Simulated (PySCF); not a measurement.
**How exact exchange moves a shielding**

Molecule: `InChI=1S/CH5GeNO2/c3-2-1(4)5/h2-3H2,(H,4,5)`.

Atoms are numbered as in `[NH2:1][GeH2:2][C:3](=[O:4])[OH:5]` (H(Xn): hydrogen on atom n).

GIAO shieldings (ppm, equivalent atoms averaged) in PySCF on the PBE0-D3(BJ)/def2-SVP geometry, basis pcSseg-2, gas phase, non-relativistic:

```csv
functional,exact exchange (%),σ(N1),σ(Ge2),σ(O5)
BLYP,0,244.9,1364.7,79.2
BP86,0,249.6,1379.9,81.0
PBE,0,250.5,1389.4,80.8
PBE0,25,258.5,1449.0,92.7
mPW1PW91,25,257.4,1442.9,92.3
BHandHLYP,50,260.4,1484.9,103.4
HF,100,270.9,1599.9,126.6
```

Q: Fit each shielding as a line in the percentage of exact exchange.

A: σ(N1) = 249.6 + 0.22 x (rms 2.4 ppm); σ(Ge2) = 1381.6 + 2.20 x (rms 9.2 ppm); σ(O5) = 80.5 + 0.46 x (rms 0.6 ppm). The functionals also differ in their semilocal parts, which the line can't hold; Hartree–Fock has no correlation at all.

Q: What does the line predict for B3LYP (20 %), and what does the run give?

A: σ(N1): 254.0 predicted, 252.1 computed; σ(Ge2): 1425.6 predicted, 1413.2 computed; σ(O5): 89.7 predicted, 88.9 computed ppm.
